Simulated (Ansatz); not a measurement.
Relaxation of C₃H₁₀OSi (15 atoms, charge 0, multiplicity 1), to a largest force component of 0.02 eV/Å in at most 40 steps.

The calculation used RKS BHLYP/6-31G (Ansatz).

```xyz
15
Properties=species:S:1:pos:R:3:forces:R:3
Si 0.000 0.000 0.000 0.01 0.22 -0.91
O 0.000 0.000 1.680 0.33 -0.13 1.15
C -1.111 -0.344 2.494 -0.47 -0.08 0.47
H -1.814 -0.978 1.914 0.20 0.38 0.73
H -0.758 -0.904 3.386 -0.28 0.47 -0.72
H -1.631 0.581 2.821 0.26 -0.72 -0.15
H 1.377 0.000 -0.486 0.63 0.03 0.11
C -0.881 1.526 -0.623 -0.44 0.80 -0.31
H -1.933 1.272 -0.867 0.69 0.43 0.13
H -0.862 2.311 0.162 -0.07 -0.42 -0.72
H -0.370 1.903 -1.534 -0.54 -0.10 0.62
C -0.881 -1.526 -0.623 -0.37 -0.87 -0.41
H -1.380 -2.038 0.226 0.28 0.12 -0.86
H -1.641 -1.233 -1.377 0.49 -0.45 0.52
H -0.145 -2.215 -1.088 -0.74 0.33 0.34
```

Problem. Where does it end, and by what steps?

Solution. The forces met the threshold. The force dipped under the threshold on the way, but the program's further checks kept it going. Limits of this set-up: no polarisation functions. After 18 steps the energy has fallen by 0.349 eV; H14 moved furthest, 1.03 Å.

```
step  energy less start (eV)  largest force component (eV/Å)  accepted
   0                  0.0000                           1.154       yes
   1                 -0.2292                           0.657       yes
   2                 -0.2648                           0.176       yes
   3                 -0.2918                           0.281       yes
   4                 -0.2898                           0.471        no
   5                 -0.3052                           0.220       yes
   6                 -0.3169                           0.079       yes
   7                 -0.3247                           0.325       yes
   8                 -0.3347                           0.265       yes
   9                 -0.3325                           0.340        no
  10                 -0.3442                           0.027       yes
  11                 -0.3473                           0.060       yes
  12                 -0.3466                           0.217        no
  13                 -0.3325                           0.478        no
  14                 -0.3484                           0.016       yes
  15                 -0.3491                           0.036       yes
  16                 -0.3493                           0.022       yes
  17                 -0.3494                           0.007       yes
  18                 -0.3495                           0.006       yes
```

```xyz
15
Properties=species:S:1:pos:R:3
Si -0.035 -0.037 -0.030
O 0.010 -0.222 1.679
C -1.076 -0.351 2.593
H -1.678 -1.233 2.379
H -0.656 -0.449 3.586
H -1.723 0.526 2.573
H 1.399 0.061 -0.413
C -0.963 1.547 -0.511
H -2.007 1.507 -0.210
H -0.510 2.417 -0.045
H -0.933 1.686 -1.590
C -0.843 -1.544 -0.852
H -1.888 -1.644 -0.567
H -0.800 -1.448 -1.934
H -0.328 -2.459 -0.572
```

The run took 44 s on 2 threads of Arm Neoverse V2, with other jobs on the host, peak memory 0.16 GiB.
